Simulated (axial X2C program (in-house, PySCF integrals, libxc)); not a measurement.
**Nuclear properties of LuC**

Computed with an in-house all-electron X2C program for linear molecules (integrals from PySCF): two-component X2C with atomic mean-field Coulomb and Gaunt terms, Gaussian nuclei, basis Lu dyall-cv3z, C dyall-v3z with contracted cores.

R = 2.205 Å (near the PBE0 minimum at charge 0 of the determinant lowest at the starting distance; the state shown can have its own minimum elsewhere).

Determinant lowest in the PBE0 search, Ω = 3/2 (⟨Sz⟩ = 1.49, ⟨Lz⟩ = 0.01 at PBE0), spin on the atoms Lu 0.32, C 1.17:

```
level  Eeff magnitude (GV/cm)  Ws magnitude Lu (kHz)  A∥/gI Lu (MHz)  qzz Lu (a.u.)  A∥/gI C (MHz)  qzz C (a.u.)  μ (D)
 PBE0                     9.5                   6.86           -12.1          -4.63           10.6         -0.17  -2.32
   HF                    59.4                   37.2             358          -6.26           54.3         -0.13  -1.45
TPSSh                    9.32                   6.71            59.7          -4.59           24.1         -0.20  -2.33
  PBE                   0.945                   1.74             109          -4.33          0.224         -0.28  -2.91
B3LYP                    4.01                   3.63           -29.3          -4.52           22.1         -0.20  -2.68
```

Eeff is the effective electric field on the electron electric dipole moment in this Ω state and Ws the scalar–pseudoscalar constant of the nucleus named (defined with the proton number Z and per Ω); A∥ (defined per Ω) follows by multiplying with gI = μI/(I μN); qzz is the electric field gradient, eQq0 = 234.96 MHz × Q/barn × qzz; μ is positive if the C end (last atom) is positive. The operators were transformed with the bare-nucleus X2C matrices; with these basis sets, hyperfine constants and field gradients can be off by tens of per cent, and where levels differ in sign neither size nor sign is settled.

(1) With Q(175Lu) = 3.49 barn (Q from Pyykkö, Mol. Phys. 2018), turn the PBE0 values of the first state into constants in MHz.

Each state is one determinant with collinear spin, which with several unpaired electrons need not be a pure state. Unrestricted Hartree–Fock can overshoot spin polarisation at the nuclei. This is the top spin component of a Σ state; components of lower Ω are not single determinants and can lie lower. With several open shells hyperfine constants can be off by a factor of several. Where Eeff spreads by more than a factor of two the levels disagree and none is to be relied on. The search compared states at one distance, so a state with another bond length can lie lower. Further determinants of the search, some of them spin-mixed, are not shown. Where a field gradient or hyperfine factor spreads by more than a factor of two over the levels, a constant derived from it is not to be relied on.

Answers

(1) eQq0(175Lu) = 234.96 × (3.49) × (-4.63) = -3800 MHz.
